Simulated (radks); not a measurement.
The argon ion Ar+ inside a hard spherical wall (all orbitals vanish at R), configuration held at [Ne] 3s2 3p5 and not refilled when levels cross. Method: non-relativistic Kohn-Sham, LDA (Slater exchange, Perdew-Wang correlation), spin-polarised, spherical densities, point nucleus; open shells are filled with parallel spins first; computed with a radial shooting solver on a logarithmic mesh with Libxc functionals. Eigenvalues in eV for spin up, with the zero of energy where the potential of the charges vanishes at infinity; a dash marks a level that is unbound or too diffuse for the functional's potential to be trusted. A positive occupied level is held by the wall or, in an anion where self-interaction has pushed it up, behind a barrier. The pressure on the wall is -dE/dV.

[
 {"R (bohr)": "free", "E (hartree)": "-525.35412", "kinetic (hartree)": "524.413", "e(2s)": "-307.67", "e(2p)": "-243.77", "e(3s)": "-36.865", "e(3p)": "-22.657", "e(4s, empty)": "-5.911", "e(3d, empty)": "-4.281", "pressure (GPa)": "0"},
 {"R (bohr)": "20", "E (hartree)": "-525.35412", "kinetic (hartree)": "524.413", "e(2s)": "-307.67", "e(2p)": "-243.77", "e(3s)": "-36.865", "e(3p)": "-22.657", "e(4s, empty)": "-5.911", "e(3d, empty)": "-4.281", "pressure (GPa)": "< 0.0001"},
 {"R (bohr)": "15", "E (hartree)": "-525.35412", "kinetic (hartree)": "524.413", "e(2s)": "-307.67", "e(2p)": "-243.77", "e(3s)": "-36.865", "e(3p)": "-22.657", "e(4s, empty)": "-5.911", "e(3d, empty)": "-4.281", "pressure (GPa)": "< 0.0001"},
 {"R (bohr)": "12", "E (hartree)": "-525.35412", "kinetic (hartree)": "524.413", "e(2s)": "-307.67", "e(2p)": "-243.77", "e(3s)": "-36.865", "e(3p)": "-22.657", "e(4s, empty)": "-5.906", "e(3d, empty)": "-4.278", "pressure (GPa)": "< 0.0001"},
 {"R (bohr)": "10", "E (hartree)": "-525.35412", "kinetic (hartree)": "524.413", "e(2s)": "-307.67", "e(2p)": "-243.77", "e(3s)": "-36.865", "e(3p)": "-22.657", "e(4s, empty)": "-5.874", "e(3d, empty)": "-4.265", "pressure (GPa)": "< 0.0001"},
 {"R (bohr)": "7", "E (hartree)": "-525.35407", "kinetic (hartree)": "524.414", "e(2s)": "-307.66", "e(2p)": "-243.76", "e(3s)": "-36.862", "e(3p)": "-22.654", "e(4s, empty)": "-5.286", "e(3d, empty)": "-4.087", "pressure (GPa)": "0.00575"},
 {"R (bohr)": "5", "E (hartree)": "-525.34891", "kinetic (hartree)": "524.466", "e(2s)": "-307.42", "e(2p)": "-243.52", "e(3s)": "-36.693", "e(3p)": "-22.476", "e(4s, empty)": "-1.743", "e(3d, empty)": "-3.142", "pressure (GPa)": "1.11"},
 {"R (bohr)": "4", "E (hartree)": "-525.30457", "kinetic (hartree)": "524.804", "e(2s)": "-306.16", "e(2p)": "-242.25", "e(3s)": "-35.837", "e(3p)": "-21.529", "e(4s, empty)": "5.910", "e(3d, empty)": "-1.047", "pressure (GPa)": "16.2"},
 {"R (bohr)": "2.5", "E (hartree)": "-523.88380", "kinetic (hartree)": "531.445", "e(2s)": "-289.87", "e(2p)": "-225.60", "e(3s)": "-23.490", "e(3p)": "-7.411", "e(4s, empty)": "69.132", "e(3d, empty)": "17.356", "pressure (GPa)": "1280"},
 {"R (bohr)": "2", "E (hartree)": "-520.53346", "kinetic (hartree)": "543.119", "e(2s)": "-269.66", "e(2p)": "-204.75", "e(3s)": "-2.800", "e(3p)": "15.295", "e(4s, empty)": "152.53", "e(3d, empty)": "41.129", "pressure (GPa)": "6900"}
]
